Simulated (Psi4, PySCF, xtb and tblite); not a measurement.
Internal rotation in SMILES s1c(ccc1O)O[SiH3], singlet. Scanned: dihedral H9–O1–C2–S8; all other coordinates were relaxed at GFN2-xTB. Points at φ and −φ are mirror images. Heavy atoms are numbered in the order of the SMILES Oc1ccc(O[SiH3])s1, hydrogens after them in the order of the atoms that carry them; the mirror image has the same energies with the sign of each dihedral reversed.

Methods: RKS-B3LYP/6-31G* = restricted B3LYP/6-31G*, spherical d, density fitting // GFN2-xTB run with PySCF; GFN2-xTB (xtb and tblite); PBE-D3(BJ)/def2-SVP // GFN2-xTB (Psi4).

Energies relative to the lowest point of each profile, in kJ/mol:

| φ / ° | RKS-B3LYP/6-31G* | GFN2-xTB |
|---|---|---|
| -150 | 1.0 | 7.1 |
| -120 | 2.1 | 11.2 |
| -90 | 1.2 | 11.1 |
| -60 | 0.7 | 6.4 |
| -30 | 2.7 | 1.7 |
| 0 | 4.3 | 0.0 |
| 30 | 2.7 | 1.7 |
| 60 | 0.7 | 6.4 |
| 90 | 1.2 | 11.1 |
| 120 | 2.1 | 11.2 |
| 150 | 1.0 | 7.1 |
| 180 | 0.0 | 4.6 |

Question: What does PBE-D3(BJ)/def2-SVP give at the same points?

Answer: -150: 1.3; -120: 3.1; -90: 3.0; -60: 1.8; -30: 2.2; 0: 3.0; 30: 2.2; 60: 1.8; 90: 3.0; 120: 3.1; 150: 1.3; 180: 0.0 (kJ/mol).
